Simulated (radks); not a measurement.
Values are calculated unless marked as measured or tabulated.
Initial-state core-level shifts of the selenium ion Se2+ when its valence configuration changes from [Ar] 3d10 4s2 4p2. Code: a radial shooting solver on a logarithmic mesh with Libxc functionals. Model: Dirac Kohn-Sham, PBE, spin-unpolarised, spherical densities, finite nucleus; open shells fill j = l - 1/2 first; Fermi nuclear charge, rms radius 4.14 fm. Shifts are changes of the shell-averaged eigenvalues in eV (positive: less bound); the change of the density at the nucleus, which sets a Mossbauer isomer shift, is in e/bohr^3, on a base of 3.977e+04.

| valence | 1s | 2s | 2p | 3s | density at nucleus |
|---|---|---|---|---|---|
| 3d10 4s1 4p3 | -1.703 | -1.645 | -1.639 | -1.673 | -31.924 |
| 3d9 4s2 4p3 | -15.009 | -16.559 | -16.440 | -13.079 | +16.184 |
| 3d9.5 4s1.5 4p3 | -8.229 | -8.958 | -8.895 | -7.316 | -8.821 |
| 3d10 4p4 | -3.353 | -3.241 | -3.227 | -3.298 | -65.013 |
| 3d9 4p5 | -18.141 | -19.611 | -19.472 | -16.159 | -56.229 |
| 3d9.5 4p4.5 | -10.641 | -11.299 | -11.223 | -9.689 | -60.771 |
| 3d10 4s1.5 4p2.5 | -0.858 | -0.829 | -0.826 | -0.842 | -15.812 |
| 3d9 4s1 4p4 | -16.597 | -18.106 | -17.977 | -14.639 | -19.476 |
| 3d9.5 4s1 4p3.5 | -9.045 | -9.750 | -9.682 | -8.117 | -25.859 |
